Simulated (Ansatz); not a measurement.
Input for Ansatz (a program for electronic structure): R-B97M-V/def2-TZVPP on Si2H6 (SMILES [SiH3][SiH3]).

Ansatz 0.2 input:
```yaml
crystal:
  periodic: [false, false, false]
  atoms:
    - {symbol: Si, position_ang: [-1.16602200, 0.11850151, -0.01747607]}
    - {symbol: Si, position_ang: [1.16602197, -0.11847792, 0.01747623]}
    - {symbol: H, position_ang: [-1.76296635, -0.81182229, -1.00642079]}
    - {symbol: H, position_ang: [-1.53658484, 1.50595624, -0.38829273]}
    - {symbol: H, position_ang: [-1.73390839, -0.18250830, 1.31922023]}
    - {symbol: H, position_ang: [1.53659002, -1.50592945, 0.38829927]}
    - {symbol: H, position_ang: [1.76296358, 0.81185309, 1.00641599]}
    - {symbol: H, position_ang: [1.73390602, 0.18252710, -1.31922213]}
basis:
  gaussian:
    orbitals: def2-TZVPP
hamiltonian:
  xc: {name: B97M-V}
scf: {lower_state_search: off}
```

Task: What total energy does the run end on?

Result: -582.4435 hartree.
